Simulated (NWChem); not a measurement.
Species: trisilylamine (Si$_{3}$NH$_{9}$); SMILES [SiH3]N([SiH3])[SiH3]

Results from NWChem. Geometry: optimised at B3LYP/6-31G* (spherical d). Ions are spin-unrestricted doublets at the neutral geometry; other ion states weren't tried.

For level M06-2X/def2-SVPD:

```
Item           Result
-------------  ------
−ε(HOMO) (eV)    8.81
```

Q: Estimate the same quantities for level LRC-wPBEh/def2-SVPD.

A: The −ε(HOMO) (eV) is 9.42.
